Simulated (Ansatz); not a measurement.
Born–Oppenheimer molecular dynamics of AlClH2O2 (6 atoms, charge 0, multiplicity 1). It goes on from the last frame of an earlier run, with new velocities.

All numbers below come from Ansatz, RKS PBE0/6-31G.

| Item | Value |
| --- | --- |
| ensemble | NVT, Nosé–Hoover chain |
| time step | 0.5 fs |
| steps asked | 100 |
| set temperature | 700 K |
| thermostat | time constant 100 fs, chain length 3 (defaults) |
| seed | 9625 |

First frame:

```xyz
6
Properties=species:S:1:pos:R:3
Al -0.134 -0.207 -0.084
O -0.187 -0.115 1.538
H -0.148 -0.040 2.475
O 1.334 -0.371 -0.927
H 1.504 -0.252 -1.863
Cl -1.970 0.103 -1.185
```

Question: How far do the bonds stretch over the last three quarters of this one trajectory? (Pairs bonded in most of those frames.)

Answer: 
```tsv
bond	mean (Å)	spread (Å)	shortest	longest
Al1–O2	1.729	0.033	1.67	1.78
Al1–O4	1.692	0.034	1.66	1.76
Al1–Cl6	2.224	0.025	2.16	2.26
O2–H3	0.977	0.045	0.90	1.04
O4–H5	0.955	0.008	0.94	0.97
```

Mean temperature of the second half: 352 K. The conserved energy stayed within 0.77 meV per atom of its start (net change 0.37 meV per atom), so the integration is sound. The mean temperature of the second half is 50 % below the set value. A run of 0.05 ps of so small a system gives no equilibrium averages. Limits of this set-up: no polarisation functions.

Run time: 3 min on 1 thread of Arm Neoverse V2, on a shared host, peak memory 0.1 GiB.
